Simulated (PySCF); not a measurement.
**Converging HBr in the basis (PBE0)**

PySCF, UKS reference; singlet, unpaired electrons none; De to H + Br without counterpoise correction.

| basis | relativity | functions | Re (Å) | ωe (cm⁻¹) | De (eV) | μ (D) |
| --- | --- | --- | --- | --- | --- | --- |
| aug-cc-pVDZ/aug-cc-pVDZ-PP | scalar-relativistic core potentials | 41 | 1.428 | 2656 | 3.91 | -0.82 |
| cc-pVTZ/cc-pVTZ-PP | scalar-relativistic core potentials | 53 | 1.421 | 2651 | 3.93 | -0.89 |
| def2-TZVPP | no relativity | 62 | 1.420 | 2669 | 3.97 | -0.93 |
| def2-TZVPPD | no relativity | 74 | 1.420 | 2672 | 3.98 | -0.87 |

How does each smaller set differ from the one with most functions, def2-TZVPPD?

aug-cc-pVDZ/aug-cc-pVDZ-PP: +0.8 pm, -0.6 % in ωe, -0.07 eV in De; cc-pVTZ/cc-pVTZ-PP: +0.1 pm, -0.8 % in ωe, -0.05 eV in De; def2-TZVPP: +0.0 pm, -0.1 % in ωe, -0.01 eV in De. All at PBE0; the set with most functions is neither the basis-set limit nor always the best. The rows treat relativity differently, so the differences are not basis effects alone.

A positive dipole means H(−)Br(+). Measured (Huber and Herzberg, Constants of Diatomic Molecules (1979)): Re = 1.414435 Å, ωe = 2648.975 cm⁻¹.
